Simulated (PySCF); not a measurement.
**Computed structure and properties of [La(H2O)3]3+**

System: [La(H2O)3]3+ (singlet; a saddle point, relaxed within its symmetry); start: template (D3h). Method: PySCF 2.14.0, RKS PBE0, La lcecp-1-SVP with ECP46, O def2-SVP, H def2-SVP; non-relativistic Hamiltonian with scalar-relativistic core potentials where named; density fitting; no spin-orbit coupling.

Input of the relaxation:

```python
mol = gto.M(atom='''
La    -0.00000     0.00000    -0.00000
O      2.55999     0.00001    -0.00000
H      3.15001     0.00002     0.77000
H      3.15001     0.00002    -0.77000
O     -1.28000     2.21701    -0.00000
H     -1.57502     2.72798     0.77000
H     -1.57502     2.72798    -0.77000
O     -1.27998    -2.21702     0.00000
H     -1.57499    -2.72800     0.77000
H     -1.57499    -2.72800    -0.77000''',
    basis={'La': 'lcecp-1-SVP', 'O': 'def2-SVP', 'H': 'def2-SVP'},
    ecp={'La': 'lcecp-1-SVP'},
    charge=3, spin=0)
mf = dft.RKS(mol, xc='PBE0')
mf.grids.atom_grid = (50, 194)  # f atoms: unpruned, at least (60, 302)
mf = mf.density_fit()  # fitting sets: La AutoAux, O def2-universal-JKFIT, H def2-universal-JKFIT
mf.conv_tol = 1e-08; mf.max_cycle = 55
mf.kernel(dm0)  # dm0: converged density of the start geometry
# quasi-Newton relaxation in Cartesian coordinates to a largest gradient under 0.00045 Eh/bohr, steps kept in the point group
```

Run from Python with OMP_NUM_THREADS=2; the lines above give its settings. Where DIIS fails, smearing, a level shift and second-order steps follow.
It took 2.9 min on 2 threads of Intel(R) Xeon(R) Processor @ 2.50GHz (Skylake/Cascade Lake) (shared host), from the converged density of the start.

Course of the relaxation:

| step | energy above end (eV) | largest force component within the symmetry (eV/Å) |
| --- | --- | --- |
| 0 | 0.2563 | 1.816 |
| 1 | 0.1191 | 0.627 |
| 2 | 0.0239 | 0.316 |
| 3 | 0.0048 | 0.301 |
| 4 | 0.0001 | 0.047 |
| 5 | 0.0000 | 0.002 |

Relaxed geometry (D3h):

```xyz
10

La    0.0000    0.0000    0.0000
O     2.4159    0.0000    0.0000
H     3.0320    0.0000    0.7691
H     3.0320    0.0000   -0.7691
O    -1.2080    2.0922    0.0000
H    -1.5160    2.6258    0.7691
H    -1.5160    2.6258   -0.7691
O    -1.2079   -2.0922    0.0000
H    -1.5160   -2.6258    0.7691
H    -1.5160   -2.6258   -0.7691
```

```tsv
contact	Å
La1–O2 (H2O)	2.416
La1–O5 (H2O)	2.416
La1–O8 (H2O)	2.416
```

On the finer grid (75, 302):

```yaml
HOMO: -24.40 eV
LUMO: -16.77 eV
Dipole_about_the_centre_of_mass: 0.00 D
Set_of_Mulliken_populations_of_La1_outside_the_core_potential: s 2.08, p 6.12, d 0.63, f 0.05
D3_BJ_dispersion_energy_not_in_the_energies: -0.127 eV
```

| atom | Mulliken (e) | Löwdin (e) | spin (e) |
| --- | --- | --- | --- |
| La1 | 2.11 | 1.86 | 0.00 |
| O2 | -0.35 | -0.02 | 0.00 |
| H3 | 0.32 | 0.20 | 0.00 |
| H4 | 0.32 | 0.20 | 0.00 |
| O5 | -0.35 | -0.02 | 0.00 |
| H6 | 0.32 | 0.20 | 0.00 |
| H7 | 0.32 | 0.20 | 0.00 |
| O8 | -0.35 | -0.02 | 0.00 |
| H9 | 0.32 | 0.20 | 0.00 |
| H10 | 0.32 | 0.20 | 0.00 |

The large-core potential holds the 4f shell empty.

On the grid (50, 194), as all that follows. Harmonic modes: 4 unstable, so a saddle point once the symmetry is let go (counted below −25 cm⁻¹); lowest -186 cm⁻¹ (negative: unstable), highest 3644 cm⁻¹, zero-point energy 1.971 eV.

Taking off one H2O (charge 0, singlet; the rest: singlet) in vacuum, both parts rigid, costs 3.34 eV; the small basis without counterpoise inflates it. Parting with an electron moved from the ligand to the metal can be far cheaper, even downhill.

Rigid scan of H2O along the line from its metal:

distance to O2 (Å), energy (eV) and a bar:
```
     2.12      0.578 ##############################
     2.22      0.222 ############
     2.32      0.048 ##
     2.42      0.000 
     2.52      0.036 ##
     2.62      0.128 #######
     2.82      0.398 #####################
```

One start shape was tried, so this needn't be the lowest isomer.
